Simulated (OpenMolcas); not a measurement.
V IV: CASPT2 settings compared

```
Program             : OpenMolcas 26.06
Basis               : ANO-RCC-VDZ [5s4p2d]
Scalar Hamiltonian  : DKH4, point nucleus
Active space        : 2 electrons in 5 orbitals (3d)
State averaging     : 2S+1 = 3 even, 10 roots; 2S+1 = 1 even, 14 roots kept (CI in the orbitals of an earlier block)
Spin-orbit coupling : state interaction with AMFI integrals over the reference wave functions, term energies averaged over their components
```

Methods on the same reference wave functions:
A. CASSCF
B. SS-CASPT2, IPEA 0.1 Eh, imaginary shift 0.5 Eh (closed shells correlated: 2s 2p 3s 3p)
C. SS-CASPT2, IPEA 0.75 Eh, sigma2 regulariser 0.05 Eh (closed shells correlated: 3s 3p)
D. XMS-CASPT2, IPEA 0.2 Eh, imaginary shift 0.5 Eh (closed shells correlated: 3s 3p)

Energies in cm-1 above 3d2 3F2, the measured ground level; measured values from Sugar and Corliss, J. Phys. Chem. Ref. Data 7, 1191 (1978).

```csv
Level,A,B,C,D,Measured
3d2 3F2,0.0,0.0,0.0,0.0,0.0
3d2 3F3,333,335,335,335,325
3d2 3F4,764,766,765,765,735
3d2 1D2,14061,11120,11560,11490,10959
3d2 3P0,16613,13690,14130,13900,
3d2 3P1,16721,13800,14230,14010,13239
3d2 3P2,16972,14050,14490,14260,13458
3d2 1G4,21737,21140,21210,21170,18391
```

Deviations, from unrounded energies. A percentage is the sum of absolute deviations over the sum of measured energies, with the sign that they share, or ± where signs differ.

```json
{"Against measurement": "mean absolute deviation (cm-1)", "Levels": "6", "A": "2200", "B": "680", "C": "910", "D": "820"}
{"Against measurement": "fine structure of the ground term (%)", "Levels": "2", "A": "+3.4", "B": "+3.8", "C": "+3.8", "D": "+3.8"}
{"Against measurement": "other terms of the ground configuration (%)", "Levels": "4", "A": "+24.0", "B": "+7.2", "C": "+9.7", "D": "+8.7"}
```

B lies closest to measurement on these levels and A furthest from it. The largest miss of B in the table is 3d2 1G4, by +2700 cm-1. The ranking rests on the paired levels alone, and a cruder setting can come out closer through cancelling errors.

Among B to D the level of the table that moves most is 3d2 1D2, by 450 cm-1 (lowest in B, highest in C). Moves below CASPT2's spread within the term are not significant.

The mean deviations of B to D differ by less than CASPT2's widest spread within a term (450 cm-1), so their order carries little weight.

From A to B the spin-free energies of the other terms of 3d2 shown, above 3F, scale by factors of 0.78 to 0.97.

The lowest spin-free term lies below A's lowest term by 0.138 hartree in B, 0.122 hartree in C, 0.128 hartree in D.

Term energies are means over components that CASPT2 splits; among the terms shown or strongly mixed into the levels shown the widest spread is 450 cm-1 (3d2 1G, D). Terms from blocks run as CI alone lack orbitals of their own. The basis is small and was not contracted for so high a charge. Without dynamic correlation excited terms often stand tens of per cent too high (terms of higher spin than the ground term too low), and those without a measured partner can miss by more than the paired ones (holds for A). Some terms miss by over 15 % even with CASPT2, which points to a basis or an active space too small for the shells correlated (holds for C; D). Measured partners are found by configuration, term and J. A level has none where our copy of the source lacks it or the pairing is in doubt (some pairs that miss far off the trend of their configuration count as doubtful), and it then counts in no deviation. Levels of configurations outside the active space are missing.
